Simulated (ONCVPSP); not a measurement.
## What one change does to a pseudopotential (I, ONCV)

```json
{"Element": "iodine (I)", "Generator": "ONCVPSP 4.0.1", "Type": "optimised norm-conserving Vanderbilt (ONCV)", "Functional": "PBEsol", "Relativity": "scalar-relativistic", "Frozen core": "[Kr] 4d10", "Valence charge": "7", "Reference configuration": "5s2 5p5", "Partial waves": "5s: rc 1.50 bohr, ncon 4, nbas 9, qcut 5.1 1/bohr, 2 projectors, debl 3.4 Ha; 5p: rc 1.70 bohr, ncon 4, nbas 7, qcut 5.4 1/bohr, 2 projectors, debl 3.5 Ha", "Local potential": "polynomial inside 1.50 bohr (lpopt 2, dvloc0 0 Ha)", "Core correction": "Teter function fitted to the true core (icmod 2), fcfact 0.65"}
```

Change: core correction Teter function, fcfact 2.25, rcfact 1.

Cutoffs: the cutoffs (Ha) at which the residual kinetic energy of the hardest occupied pseudo-wave falls to 1 and 0.1 mHa per electron; they do not see the model core or the augmentation charge, which bear on the density cutoff. Errors are all-electron minus pseudo energies relative to the spin-unpolarised reference configuration.

What does the change do?

The potential gets neither clearly harder nor softer (16 Ha and 100 Ha → 16 Ha and 100 Ha); both files keep a bound ghost (p, s); of the 4 tests that both files solve, the error grows in 4 and shrinks in 0 by more than 15 % and 0.3 meV (median size 11.4 → 19.1 meV). A model core, the more so a compact one, raises the density cutoff, which this test does not measure.

| quantity | base | changed |
| --- | --- | --- |
| cutoff, loose | 16 Ha | 16 Ha |
| cutoff, tight | 100 Ha | 100 Ha |
| bound ghosts | s, p | s, p |
| GHOST(+) flags under 300 eV | none | none |
| error for 5s2 5p4, meV [ΔE 11.15 eV] | -4.6 | -7.2 |
| error for 5s2 5p3, meV [ΔE 31.04 eV] | -18 | -31 |
| error for 5s2 5p2, meV [ΔE 60.42 eV] | -47 | -78 |
| error for 5s2 5p4.5, meV [ΔE 4.54 eV] | -1.5 | -2.1 |
| s: phases at 1.53 bohr within 0.05 rad from the reference energy up to (Ha; the scan ends near 5) | to the end of the scan | to the end of the scan |
| p: phases at 1.73 bohr within 0.05 rad from the reference energy up to (Ha; the scan ends near 5) | to the end of the scan | to the end of the scan |
| rms error of d²Exc/dni dnj with the model core, mHa | 0.41 | 3.89 |

Base: The cutoffs count occupied waves only; projector 2 of the p channel, the hardest unoccupied one, needs 56 Ha at the loose tolerance. Changed file: The cutoffs count occupied waves only; projector 2 of the p channel, the hardest unoccupied one, needs 56 Ha at the loose tolerance. A true bound ghost makes a file unfit for plane-wave use even where its test errors are small: the radial tests pick states by their node count and pass the ghost by.
